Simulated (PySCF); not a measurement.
Dipole moment and polarisability of `C[C@@H]1CS[Si@@H](C)C1`

Species: C₅H₁₂SSi.
Cartesian coordinates in Å at the GFN2-xTB level; atoms count from 1:
```xyz
19
C5H12SSi angstrom
C     -2.4147    0.6562    0.2182
C     -1.0444    0.2267   -0.2976
C     -1.0885   -1.2106   -0.7976
S      0.5651   -1.7316   -1.3738
Si     1.5739   -0.6023    0.1572
C      2.9249    0.4956   -0.5879
C      0.0362    0.3388    0.7797
H     -2.7249    0.0214    1.0460
H     -2.3807    1.6855    0.5678
H     -3.1616    0.5848   -0.5695
H     -0.7661    0.8678   -1.1419
H     -1.3921   -1.8921   -0.0019
H     -1.7647   -1.3280   -1.6428
H      2.0987   -1.5217    1.1698
H      3.6608   -0.1084   -1.1092
H      3.4398    1.0512    0.1887
H      2.5201    1.2085   -1.3013
H      0.2395    1.3851    1.0031
H     -0.3307   -0.1176    1.7010
```

Level: CAM-B3LYP/def2-SVPD (PySCF), static field, nuclei fixed, core orbitals frozen in the response. The polarisability tensor in these axes (au):

```
x   119.01  -0.81  -0.75
y    -0.81  96.79   6.72
z    -0.75   6.72  94.09
```

**Question.** What are the eigenvalues, a third of the trace, and Δα (Δα² = ½Σ(αi − αj)² over the three pairs)?

**Answer.** Principal values 88.58, 102.22 and 119.08 au; mean 103.29 au = 15.31 Å³ = 17.03 × 10⁻⁴⁰ C²·m²/J; Δα = 26.46 au (26 % of the mean).

**Question.** What is the dipole moment, and where does it point?

**Answer.** (-0.61, 1.79, 1.17) D, 2.22 D in size, pointing from the negative to the positive side. Measured along this direction, the outermost atoms are S4 at the negative end and H9 at the positive end.

**Question.** Orientational against electronic polarisability at 350 K (dilute gas, rigid molecules)?

**Answer.** In Gaussian units μ²/3kT = 34.10 Å³ against 15.31 Å³, a ratio of 2.23; the Debye molar polarisation (4π/3)N_A(α + μ²/3kT) is 124.6 cm³/mol, leaving out the vibrational part.

**Question.** Traceless (Buckingham) quadrupole moment about the centre of nuclear charge: eigenvalues?

**Answer.** -5.49, -0.92, 6.40 D·Å. The values depend on the origin, since the dipole doesn't vanish. The electronic extent ⟨r²⟩ about the same centre is 1260 bohr², a root-mean-square distance of 2.21 Å for the 72 electrons.

**Question.** Refractivity n − 1 of an ideal gas of it at 400 K and 1 atm, from the electronic α?

**Answer.** N = p/kT = 1.8347 × 10¹⁹ cm⁻³, so n − 1 = 2π × N × 15.31 × 10⁻²⁴ cm³ = 1765 × 10⁻⁶ at long wavelengths, for an ideal gas.

Geometry: GFN2-xTB, one conformer, isolated molecule.

The run behind these numbers computed excited states as well. On an Arm Neoverse N1 with one thread, no GPU, on a shared host, this took 1.9 min and 1.1 GiB of memory at its peak.
